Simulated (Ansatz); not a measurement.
Ansatz (a first-principles code) input file for C₅H₈Si, SMILES C#C[C@@H]1C[C@@H]1[SiH3], PBE-D3(BJ)/def2-SVP. 

Ansatz 0.2 input:
```yaml
crystal:
  periodic: [false, false, false]
  atoms:
    - {symbol: C, position_ang: [1.82918920, 1.78981917, 0.42521626]}
    - {symbol: C, position_ang: [1.44343167, 0.64337997, 0.44824996]}
    - {symbol: C, position_ang: [0.95308590, -0.72279406, 0.47736858]}
    - {symbol: C, position_ang: [0.55886204, -1.41483438, -0.80126041]}
    - {symbol: C, position_ang: [-0.51210523, -1.00259029, 0.17606045]}
    - {symbol: Si, position_ang: [-1.69094772, 0.40054355, -0.22414310]}
    - {symbol: H, position_ang: [2.17502445, 2.80823994, 0.40380257]}
    - {symbol: H, position_ang: [1.41466825, -1.34752206, 1.24935945]}
    - {symbol: H, position_ang: [0.80087535, -2.47765115, -0.89051038]}
    - {symbol: H, position_ang: [0.65967958, -0.84365608, -1.72925564]}
    - {symbol: H, position_ang: [-0.94305866, -1.81494626, 0.77271746]}
    - {symbol: H, position_ang: [-1.13119735, 1.24088744, -1.32001818]}
    - {symbol: H, position_ang: [-1.94629929, 1.24725698, 0.97716514]}
    - {symbol: H, position_ang: [-2.99120598, -0.17810104, -0.67906627]}
basis:
  gaussian:
    orbitals: def2-SVP
hamiltonian:
  xc: pbe
  dispersion: d3bj
relax: {f_tol: 0.002, max_steps: 200}
```

Output:

```
WARN ansatz: RAYON_NUM_THREADS=2 ignored (pool sized by the plan → 2); use --threads N
Functional definition: PBE
integrals: 0.07 GiB planned
1450 factors; their error is unknown
mean field: 0.43 GiB planned
mean field evaluation 1: about -13161.9057 eV, gradient 6.1e1 eV
mean field evaluation 2: about -13148.8072 eV, gradient 9.4e1 eV
mean field evaluation 4: about -13172.0178 eV, gradient 1.4e1 eV
mean field evaluation 8: about -13172.5036 eV, gradient 2.8e-1 eV
mean field evaluation 16: about -13172.4174 eV, gradient 3.1e-3 eV
mean field -13172.41736003 eV, -484.0774093960 hartree, gradient 3.5e-5 eV, S^2 0.000000; 0 other end points of the search recorded, 0 dependent functions left out
the calculation of the forces begins
reference -13172.41740016 eV, -484.0774108707 hartree; 26, 26 occupied and 102, 102 virtual orbitals, 1450 factors
relax step   1: F+E_penalty+E_count = -13172.75666389 eV  Δ(F+E_penalty+E_count) = +0.000e0 eV  max|allowed force component| = 1.661e0 eV/Å  Δτ_max = 0.0000 Å  (30 SCF iters, accepted)
these checks for a lower state are left out or cut short: starts, cluster_reference, orbital_swaps, neighbouring_geometries, increment
integrals: 0.07 GiB planned
1450 factors; their error is unknown
mean field: 0.42 GiB planned
mean field -13172.44551465 eV, -484.0784440592 hartree, gradient 1.6e-5 eV, S^2 0.000000; 0 other end points of the search recorded, 0 dependent functions left out
the calculation of the forces begins
reference -13172.44555503 eV, -484.0784455431 hartree; 26, 26 occupied and 102, 102 virtual orbitals, 1450 factors
relax step   2: F+E_penalty+E_count = -13172.78236511 eV  Δ(F+E_penalty+E_count) = -2.570e-2 eV  max|allowed force component| = 3.330e-1 eV/Å  Δτ_max = 0.0319 Å  (32 SCF iters, accepted)
these checks for a lower state are left out or cut short: starts, cluster_reference, orbital_swaps, neighbouring_geometries, increment
integrals: 0.07 GiB planned
1450 factors; their error is unknown
mean field: 0.42 GiB planned
mean field evaluation 32: about -13172.4492 eV, gradient 2.7e-3 eV
mean field -13172.44922522 eV, -484.0785804202 hartree, gradient 1.7e-5 eV, S^2 0.000000; 0 other end points of the search recorded, 0 dependent functions left out
the calculation of the forces begins
reference -13172.44926569 eV, -484.0785819072 hartree; 26, 26 occupied and 102, 102 virtual orbitals, 1450 factors
relax step   3: F+E_penalty+E_count = -13172.78501586 eV  Δ(F+E_penalty+E_count) = -2.651e-3 eV  max|allowed force component| = 9.919e-2 eV/Å  Δτ_max = 0.0169 Å  (33 SCF iters, accepted)
these checks for a lower state are left out or cut short: starts, cluster_reference, orbital_swaps, neighbouring_geometries, increment
integrals: 0.07 GiB planned
1450 factors; their error is unknown
mean field: 0.42 GiB planned
mean field -13172.44998966 eV, -484.0786085129 hartree, gradient 1.7e-5 eV, S^2 0.000000; 0 other end points of the search recorded, 0 dependent functions left out
the calculation of the forces begins
reference -13172.45003015 eV, -484.0786100009 hartree; 26, 26 occupied and 102, 102 virtual orbitals, 1450 factors
relax step   4: F+E_penalty+E_count = -13172.78537717 eV  Δ(F+E_penalty+E_count) = -3.613e-4 eV  max|allowed force component| = 2.703e-2 eV/Å  Δτ_max = 0.0103 Å  (33 SCF iters, accepted)
these checks for a lower state are left out or cut short: starts, cluster_reference, orbital_swaps, neighbouring_geometries, increment
integrals: 0.07 GiB planned
1450 factors; their error is unknown
mean field: 0.42 GiB planned
mean field -13172.45034981 eV, -484.0786217479 hartree, gradient 1.7e-5 eV, S^2 0.000000; 0 other end points of the search recorded, 0 dependent functions left out
the calculation of the forces begins
reference -13172.45039032 eV, -484.0786232367 hartree; 26, 26 occupied and 102, 102 virtual orbitals, 1450 factors
relax step   5: F+E_penalty+E_count = -13172.78551836 eV  Δ(F+E_penalty+E_count) = -1.412e-4 eV  max|allowed force component| = 1.651e-2 eV/Å  Δτ_max = 0.0114 Å  (33 SCF iters, accepted)
these checks for a lower state are left out or cut short: starts, cluster_reference, orbital_swaps, neighbouring_geometries, increment
integrals: 0.07 GiB planned
1450 factors; their error is unknown
mean field: 0.42 GiB planned
mean field -13172.45067094 eV, -484.0786335492 hartree, gradient 1.7e-5 eV, S^2 0.000000; 0 other end points of the search recorded, 0 dependent functions left out
the calculation of the forces begins
reference -13172.45071148 eV, -484.0786350392 hartree; 26, 26 occupied and 102, 102 virtual orbitals, 1450 factors
relax step   6: F+E_penalty+E_count = -13172.78560514 eV  Δ(F+E_penalty+E_count) = -8.678e-5 eV  max|allowed force component| = 2.353e-2 eV/Å  Δτ_max = 0.0162 Å  (32 SCF iters, accepted)
these checks for a lower state are left out or cut short: starts, cluster_reference, orbital_swaps, neighbouring_geometries, increment
integrals: 0.07 GiB planned
1450 factors; their error is unknown
mean field: 0.42 GiB planned
mean field -13172.45093809 eV, -484.0786433669 hartree, gradient 1.7e-5 eV, S^2 0.000000; 0 other end points of the search recorded, 0 dependent functions left out
the calculation of the forces begins
reference -13172.45097868 eV, -484.0786448584 hartree; 26, 26 occupied and 102, 102 virtual orbitals, 1450 factors
relax step   7: F+E_penalty+E_count = -13172.78568733 eV  Δ(F+E_penalty+E_count) = -8.219e-5 eV  max|allowed force component| = 2.164e-2 eV/Å  Δτ_max = 0.0281 Å  (33 SCF iters, accepted)
these checks for a lower state are left out or cut short: starts, cluster_reference, orbital_swaps, neighbouring_geometries, increment
integrals: 0.07 GiB planned
1450 factors; their error is unknown
mean field: 0.42 GiB planned
mean field evaluation 64: about -13172.4509 eV, gradient 1.4e-1 eV
mean field -13172.45098807 eV, -484.0786452036 hartree, gradient 2.3e-5 eV, S^2 0.000000; 0 other end points of the search recorded, 0 dependent functions left out
the calculation of the forces begins
reference -13172.45102866 eV, -484.0786466954 hartree; 26, 26 occupied and 102, 102 virtual orbitals, 1450 factors
relax step   8: F+E_penalty+E_count = -13172.78572650 eV  Δ(F+E_penalty+E_count) = -3.918e-5 eV  max|allowed force component| = 6.165e-3 eV/Å  Δτ_max = 0.0058 Å  (23 SCF iters, accepted)
these checks for a lower state are left out or cut short: starts, cluster_reference, orbital_swaps, neighbouring_geometries, increment
integrals: 0.07 GiB planned
1450 factors; their error is unknown
mean field: 0.42 GiB planned
mean field -13172.45101244 eV, -484.0786460991 hartree, gradient 1.5e-5 eV, S^2 0.000000; 0 other end points of the search recorded, 0 dependent functions left out
the calculation of the forces begins
reference -13172.45105304 eV, -484.0786475910 hartree; 26, 26 occupied and 102, 102 virtual orbitals, 1450 factors
relax step   9: F+E_penalty+E_count = -13172.78573256 eV  Δ(F+E_penalty+E_count) = -6.053e-6 eV  max|allowed force component| = 4.593e-3 eV/Å  Δτ_max = 0.0042 Å  (22 SCF iters, accepted)
these checks for a lower state are left out or cut short: starts, cluster_reference, orbital_swaps, neighbouring_geometries, increment
integrals: 0.07 GiB planned
1450 factors; their error is unknown
mean field: 0.42 GiB planned
mean field -13172.45101352 eV, -484.0786461390 hartree, gradient 6.2e-5 eV, S^2 0.000000; 0 other end points of the search recorded, 0 dependent functions left out
the calculation of the forces begins
reference -13172.45105412 eV, -484.0786476310 hartree; 26, 26 occupied and 102, 102 virtual orbitals, 1450 factors
relax step  10: F+E_penalty+E_count = -13172.78573709 eV  Δ(F+E_penalty+E_count) = -4.530e-6 eV  max|allowed force component| = 1.940e-3 eV/Å  Δτ_max = 0.0012 Å  (20 SCF iters, accepted)
integrals: 0.07 GiB planned
1450 factors; their error is unknown
mean field: 0.42 GiB planned
mean field evaluation 96: about -13172.4510 eV, gradient 3.1e-3 eV
mean field -13172.45101352 eV, -484.0786461390 hartree, gradient 6.2e-5 eV, S^2 0.000000; 1 other end points of the search recorded, 0 dependent functions left out
the calculation of the forces begins
reference -13172.45105412 eV, -484.0786476310 hartree; 26, 26 occupied and 102, 102 virtual orbitals, 1450 factors
Total energy: -13172.78577769 eV, -484.0909484951 hartree
Atom 0 at     1.892133     1.795727     0.424051 Å, force     0.001886    -0.001090     0.000277 eV/Å
Atom 1 at     1.469112     0.646922     0.441351 Å, force    -0.000620     0.000297     0.000229 eV/Å
Atom 2 at     0.962966    -0.701957     0.474546 Å, force     0.001940     0.001624     0.001024 eV/Å
Atom 3 at     0.556848    -1.416374    -0.802604 Å, force    -0.000854    -0.000156    -0.000632 eV/Å
Atom 4 at    -0.516436    -0.993143     0.175666 Å, force    -0.000046    -0.001095    -0.000356 eV/Å
Atom 5 at    -1.730673     0.392261    -0.226241 Å, force    -0.000255     0.000292    -0.000888 eV/Å
Atom 6 at     2.266139     2.809294     0.404534 Å, force    -0.001455     0.000250    -0.000460 eV/Å
Atom 7 at     1.418132    -1.335654     1.255954 Å, force    -0.001037    -0.000673    -0.000589 eV/Å
Atom 8 at     0.804623    -2.486354    -0.881574 Å, force    -0.000089     0.000433     0.000318 eV/Å
Atom 9 at     0.658232    -0.851798    -1.743104 Å, force    -0.000003    -0.000119     0.000421 eV/Å
Atom 10 at    -0.939587    -1.804208     0.793902 Å, force     0.000307     0.000416     0.000085 eV/Å
Atom 11 at    -1.166254     1.281130    -1.298160 Å, force    -0.000004     0.000168     0.000580 eV/Å
Atom 12 at    -2.042904     1.211254     0.996329 Å, force     0.000110    -0.000413    -0.000507 eV/Å
Atom 13 at    -3.012329    -0.219070    -0.728964 Å, force     0.000120     0.000068     0.000498 eV/Å
Dipole moment:     0.040956    -0.216095     0.003779 e Å
```

The run converged.

Cost: about 30 core-seconds (a rough figure).
